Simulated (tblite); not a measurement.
Species: C₅H₁₀NPS.
SMILES with atom numbers: `[CH3:1][CH:2]([CH3:3])[P@@H:4](=[S:5])[CH2:6][C:7]#[N:8]` (hydrogens: H9, H10, H11 on C1; H12 on C2; H13, H14, H15 on C3; H16 on P4; H17, H18 on C6)

Structure optimised with GFN2-xTB, isolated species.

Problem. Give the optimised bond lengths and angles.

Solution. 
| bond | length (pm) |
| --- | --- |
| C1–C2 | 152.4 |
| C2–C3 | 152.3 |
| C2–P4 | 185.5 |
| P4=S5 | 192.8 |
| P4–C6 | 186.3 |
| C6–C7 | 143.1 |
| C7≡N8 | 114.3 |
| C1–H9, C1–H10, C1–H11 | 109.0 |
| C2–H12 | 109.6 |
| C3–H13, C3–H14, C3–H15 | 108.9 |
| P4–H16 | 140.4 |
| C6–H17 | 109.5 |
| C6–H18 | 109.6 |

Bonds in one row agree within 1 pm and their mean is given. A selection of angles:
| angle | degrees |
| --- | --- |
| C2–C1–H9 | 110.6 |
| C2–C1–H10 | 109.9 |
| H9–C1–H10 | 108.6 |
| H10–C1–H11 | 108.4 |
| C1–C2–C3 | 112.1 |
| C1–C2–P4 | 106.7 |
| C1–C2–H12 | 110.4 |
| C3–C2–P4 | 109.1 |
| C3–C2–H12 | 110.5 |
| P4–C2–H12 | 107.9 |
| C2–C3–H13 | 111.2 |
| C2–C3–H14 | 109.9 |
| H13–C3–H14 | 108.9 |
| H13–C3–H15 | 108.1 |
| C2–P4–S5 | 117.8 |
| C2–P4–C6 | 106.3 |
| C2–P4–H16 | 101.1 |
| S5–P4–C6 | 113.1 |
| S5–P4–H16 | 116.3 |
| C6–P4–H16 | 100.2 |
| P4–C6–C7 | 111.2 |
| P4–C6–H17 | 107.4 |
| P4–C6–H18 | 107.8 |
| C7–C6–H17 | 110.8 |
| C7–C6–H18 | 111.0 |
| H17–C6–H18 | 108.6 |
| C6–C7–N8 | 178.1 |

Torsions: C1–C2–P4–S5 62° (synclinal); C2–P4–C6–C7 46° (synclinal).

The 3 C–C bonds span 1.431 Å (C6–C7, drawn single) to 1.524 Å (C1–C2, drawn single), a spread of 0.093 Å. P4 (phosphorus bonded to 2 C, S and H) is distorted tetrahedral (angles from 100.2° to 117.8°). Of the pairs four or more bonds apart, C7···H12 is among the closest relative to their van der Waals radii: 2.74 Å, 94 % of the sum of Bondi's values.

Point group: C1 (no symmetry element, even within 0.4 Å). Its GFN2-xTB frequencies are all real (lowest 36 cm⁻¹). One conformer, not necessarily the lowest.

All values are computed, not measured.
